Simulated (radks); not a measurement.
Values are calculated unless marked as measured or tabulated.
Charge is removed step by step from the 4p up level of the gold ion Au48+, starting from [Ar] 3d10 4s2 4p(up 1, down 0). Code: a radial shooting solver on a logarithmic mesh with Libxc functionals. Model: scalar-relativistic Kohn-Sham, LDA (Slater exchange, Perdew-Wang correlation), spin-polarised, spherical densities, finite nucleus; Fermi nuclear charge, rms radius 5.4371 fm.

removed (e)	E - E(0) (eV)	eigenvalue (eV)	E minus straight line (eV)
0	0.000	-2585.0	0.000
0.25	647.76	-2599.9	-5.551
0.5	1299.2	-2614.7	-7.385
0.75	1954.4	-2629.4	-5.524
1	2613.2	-2644.0	0.000

Removing the whole electron costs 2613.2 eV by Delta-SCF, against 2585.0 eV from minus the eigenvalue at the starting occupation. Slater's transition state (half an electron removed) gives 2614.7 eV. Integrating minus the eigenvalue over the occupation (Janak's theorem) gives 2614.6 eV. In this scalar-relativistic scheme the density is built from large components alone, so the theorem holds only approximately. The mean slope of the eigenvalue, de/dn, is 59.0 eV per electron. Ionisation energy of Au48+ in the NIST Atomic Spectra Database: 2708 eV (theoretical).
